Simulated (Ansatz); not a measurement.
Harmonic vibrations of AlF$_{2}$H$_{3}$Si (`[F][Al]([F])[SiH3]`) by finite differences.

```yaml
crystal:
  periodic: [false, false, false]
  atoms:
    - {symbol: F, position_ang: [1.132179, -0.635503, 2.299264]}
    - {symbol: Al, position_ang: [0.637509, -0.942370, 0.762600]}
    - {symbol: F, position_ang: [0.934394, -2.446325, 0.169830]}
    - {symbol: Si, position_ang: [-0.483587, 0.731326, -0.597718]}
    - {symbol: H, position_ang: [0.313147, 0.992160, -1.826733]}
    - {symbol: H, position_ang: [-0.649047, 2.003328, 0.152150]}
    - {symbol: H, position_ang: [-1.823494, 0.229384, -1.004992]}
basis:
  gaussian: {orbitals: def2-TZVP}
hamiltonian: {xc: pbe0, dispersion: d4}
phonons: {temperatures: {t_min: 298.15, t_max: 900, t_step: 200}}
```

```sh
$ ansatz run in.yaml --threads 2 --pin off --events-out ev --progress --plain
```

Output, abridged:

```
Functional definition: PBE0
mean field -19952.45776844 eV, -733.2392987284 hartree, gradient 8.1e-5 eV, S^2 0.000000; 0 other end points of the search recorded, 0 dependent functions left out
mean field -19952.45776873 eV, -733.2392987392 hartree, gradient 1.1e-6 eV, S^2 0.000000; 0 other end points of the search recorded, 0 dependent functions left out
mean field -19952.45774812 eV, -733.2392979817 hartree, gradient 1.1e-6 eV, S^2 0.000000; 0 other end points of the search recorded, 0 dependent functions left out
mean field -19952.45775895 eV, -733.2392983797 hartree, gradient 1.0e-6 eV, S^2 0.000000; 0 other end points of the search recorded, 0 dependent functions left out
mean field -19952.45776235 eV, -733.2392985046 hartree, gradient 9.6e-7 eV, S^2 0.000000; 0 other end points of the search recorded, 0 dependent functions left out
mean field -19952.45771450 eV, -733.2392967464 hartree, gradient 1.0e-6 eV, S^2 0.000000; 0 other end points of the search recorded, 0 dependent functions left out
mean field -19952.45766063 eV, -733.2392947665 hartree, gradient 1.3e-6 eV, S^2 0.000000; 0 other end points of the search recorded, 0 dependent functions left out
mean field -19952.45773101 eV, -733.2392973532 hartree, gradient 2.1e-6 eV, S^2 0.000000; 0 other end points of the search recorded, 0 dependent functions left out
mean field -19952.45774601 eV, -733.2392979041 hartree, gradient 1.8e-6 eV, S^2 0.000000; 0 other end points of the search recorded, 0 dependent functions left out
mean field -19952.45768377 eV, -733.2392956170 hartree, gradient 2.1e-6 eV, S^2 0.000000; 0 other end points of the search recorded, 0 dependent functions left out
mean field -19952.45765497 eV, -733.2392945587 hartree, gradient 2.6e-6 eV, S^2 0.000000; 0 other end points of the search recorded, 0 dependent functions left out
mean field -19952.45765038 eV, -733.2392943898 hartree, gradient 2.4e-6 eV, S^2 0.000000; 0 other end points of the search recorded, 0 dependent functions left out
mean field -19952.45767533 eV, -733.2392953068 hartree, gradient 1.9e-6 eV, S^2 0.000000; 0 other end points of the search recorded, 0 dependent functions left out
mean field -19952.45777019 eV, -733.2392987928 hartree, gradient 9.8e-7 eV, S^2 0.000000; 0 other end points of the search recorded, 0 dependent functions left out
mean field -19952.45775667 eV, -733.2392982959 hartree, gradient 1.1e-6 eV, S^2 0.000000; 0 other end points of the search recorded, 0 dependent functions left out
mean field -19952.45766631 eV, -733.2392949755 hartree, gradient 1.3e-6 eV, S^2 0.000000; 0 other end points of the search recorded, 0 dependent functions left out
mean field -19952.45771558 eV, -733.2392967861 hartree, gradient 1.1e-6 eV, S^2 0.000000; 0 other end points of the search recorded, 0 dependent functions left out
mean field -19952.45774957 eV, -733.2392980352 hartree, gradient 1.0e-6 eV, S^2 0.000000; 0 other end points of the search recorded, 0 dependent functions left out
mean field -19952.45775525 eV, -733.2392982437 hartree, gradient 1.0e-6 eV, S^2 0.000000; 0 other end points of the search recorded, 0 dependent functions left out
mean field -19952.45769186 eV, -733.2392959142 hartree, gradient 2.0e-6 eV, S^2 0.000000; 0 other end points of the search recorded, 0 dependent functions left out
mean field -19952.45769096 eV, -733.2392958812 hartree, gradient 2.3e-6 eV, S^2 0.000000; 0 other end points of the search recorded, 0 dependent functions left out
mean field -19952.45769147 eV, -733.2392959001 hartree, gradient 2.0e-6 eV, S^2 0.000000; 0 other end points of the search recorded, 0 dependent functions left out
mean field -19952.45769637 eV, -733.2392960800 hartree, gradient 1.8e-6 eV, S^2 0.000000; 0 other end points of the search recorded, 0 dependent functions left out
mean field -19952.45769277 eV, -733.2392959476 hartree, gradient 1.9e-6 eV, S^2 0.000000; 0 other end points of the search recorded, 0 dependent functions left out
mean field -19952.45769243 eV, -733.2392959354 hartree, gradient 2.1e-6 eV, S^2 0.000000; 0 other end points of the search recorded, 0 dependent functions left out
mean field -19952.45774531 eV, -733.2392978785 hartree, gradient 1.6e-6 eV, S^2 0.000000; 0 other end points of the search recorded, 0 dependent functions left out
mean field -19952.45775239 eV, -733.2392981388 hartree, gradient 1.6e-6 eV, S^2 0.000000; 0 other end points of the search recorded, 0 dependent functions left out
mean field -19952.45776664 eV, -733.2392986625 hartree, gradient 1.5e-6 eV, S^2 0.000000; 0 other end points of the search recorded, 0 dependent functions left out
mean field -19952.45775646 eV, -733.2392982883 hartree, gradient 1.4e-6 eV, S^2 0.000000; 0 other end points of the search recorded, 0 dependent functions left out
mean field -19952.45772506 eV, -733.2392971344 hartree, gradient 3.0e-6 eV, S^2 0.000000; 0 other end points of the search recorded, 0 dependent functions left out
mean field -19952.45773281 eV, -733.2392974193 hartree, gradient 2.8e-6 eV, S^2 0.000000; 0 other end points of the search recorded, 0 dependent functions left out
mean field -19952.45775953 eV, -733.2392984012 hartree, gradient 2.3e-6 eV, S^2 0.000000; 0 other end points of the search recorded, 0 dependent functions left out
mean field -19952.45776497 eV, -733.2392986009 hartree, gradient 2.2e-6 eV, S^2 0.000000; 0 other end points of the search recorded, 0 dependent functions left out
mean field -19952.45772965 eV, -733.2392973030 hartree, gradient 2.1e-6 eV, S^2 0.000000; 0 other end points of the search recorded, 0 dependent functions left out
mean field -19952.45772262 eV, -733.2392970446 hartree, gradient 1.8e-6 eV, S^2 0.000000; 0 other end points of the search recorded, 0 dependent functions left out
mean field -19952.45774665 eV, -733.2392979278 hartree, gradient 1.9e-6 eV, S^2 0.000000; 0 other end points of the search recorded, 0 dependent functions left out
mean field -19952.45775390 eV, -733.2392981941 hartree, gradient 2.0e-6 eV, S^2 0.000000; 0 other end points of the search recorded, 0 dependent functions left out
mean field -19952.45771873 eV, -733.2392969016 hartree, gradient 8.8e-7 eV, S^2 0.000000; 0 other end points of the search recorded, 0 dependent functions left out
mean field -19952.45772621 eV, -733.2392971768 hartree, gradient 7.6e-7 eV, S^2 0.000000; 0 other end points of the search recorded, 0 dependent functions left out
mean field -19952.45776332 eV, -733.2392985403 hartree, gradient 1.5e-6 eV, S^2 0.000000; 0 other end points of the search recorded, 0 dependent functions left out
mean field -19952.45775178 eV, -733.2392981164 hartree, gradient 1.5e-6 eV, S^2 0.000000; 0 other end points of the search recorded, 0 dependent functions left out
mean field -19952.45775502 eV, -733.2392982354 hartree, gradient 1.2e-6 eV, S^2 0.000000; 0 other end points of the search recorded, 0 dependent functions left out
mean field -19952.45776358 eV, -733.2392985500 hartree, gradient 2.0e-6 eV, S^2 0.000000; 0 other end points of the search recorded, 0 dependent functions left out
Total energy: -19952.55746974 eV, -733.2429626836 hartree
Atom 0 at     1.132179    -0.635503     2.299264 Å, force     0.000812     0.000673     0.003362 eV/Å
Atom 1 at     0.637509    -0.942370     0.762600 Å, force    -0.000304     0.001556    -0.001583 eV/Å
Atom 2 at     0.934394    -2.446325     0.169830 Å, force     0.000037    -0.002049    -0.001072 eV/Å
Atom 3 at    -0.483587     0.731326    -0.597718 Å, force     0.000380    -0.001300     0.000359 eV/Å
Atom 4 at     0.313147     0.992160    -1.826733 Å, force    -0.000670     0.000495    -0.000165 eV/Å
Atom 5 at    -0.649047     2.003328     0.152150 Å, force    -0.000064    -0.000307    -0.000335 eV/Å
Atom 6 at    -1.823494     0.229384    -1.004992 Å, force    -0.000190     0.000933    -0.000565 eV/Å
Dipole moment:    -0.174668     0.267637    -0.204486 e Å
Vibrations: 10.71 119.16 200.04 220.32 389.26 464.81 474.33 783.66 862.04 909.95 936.55 936.68 2216.65 2226.83 2236.29 cm⁻¹, zero-point energy 0.805108 eV
```

It took 77 s on 2 threads of a server CPU on a shared host, with 0.3 GiB of host memory at the peak.
